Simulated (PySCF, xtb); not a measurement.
Sn(H)2(OMe)(NH2) (CH7NOSn), SMILES C[O][SnH2][NH2].

GFN2-xTB in xtb at its own geometry gives an orbital gap of 4.81 eV and a dipole moment of 2.28 D.

The structure is a stationary point at B3LYP-D3(BJ)/def2-SVP. The structure was generated by enumeration; whether it is a known compound was not checked. The def2 effective core potentials stand for the cores of Sn; spin–orbit coupling is left out. Other conformers were not sampled.

### Question
What does PySCF with PBE/def2-TZVP give? (An estimate is asked for; the answer gives what the named calculation found.)

### Answer
gap 4.60 eV (levels -5.78 and -1.18 eV), dipole 1.19 D.
